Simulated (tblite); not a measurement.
Compound: F₂H₄SSi₂.
Atom-mapped SMILES: `[F:1][SiH2:2][S:3][SiH2:4][F:5]` (hydrogens: H6, H7 on Si2; H8, H9 on Si4)

Structure used (GFN2-xTB), in Å, numbered top down from 1:
```xyz
9
F2H4SSi2 angstrom
F     -1.789    0.708    1.083
Si    -1.644   -0.166   -0.259
S      0.086   -1.410   -0.054
Si     1.657    0.012    0.249
F      1.691    0.990   -1.028
H     -2.766   -1.073   -0.305
H     -1.490    0.812   -1.313
H      2.877   -0.757    0.233
H      1.391    0.889    1.369
```

All values are computed: GFN2-xTB (tblite) harmonic vibrations without scaling, gas phase. The method is semi-empirical: single wavenumbers can be off by several per cent or more. Modes of hydrogen on silicon can be 10 to 20 % off. One conformer, not necessarily the lowest.

Problem. How many normal modes are there?

Solution. 9 atoms, non-linear: 3N − 6 = 21.

Problem. What is the point group of the computed structure, and how do the modes divide by symmetry?

Solution. C2. The vibrations span 11 a + 10 b.

Problem. How many distinct wavenumbers does the calculation give?

Solution. 21: C2 has no degenerate species.

Problem. How many fundamentals are allowed in the infrared by symmetry?

Solution. 21 of 21: in C2 every mode is allowed. All fundamentals are allowed in the Raman spectrum.

Problem. What thermal excitation has the softest real mode at 298.15 K?

Solution. θ = hcν̃/k = 53 K for 36.9 cm⁻¹, so N1/N0 = 0.84 and ⟨v⟩ = 1/(exp(θ/T) − 1) = 5.1.
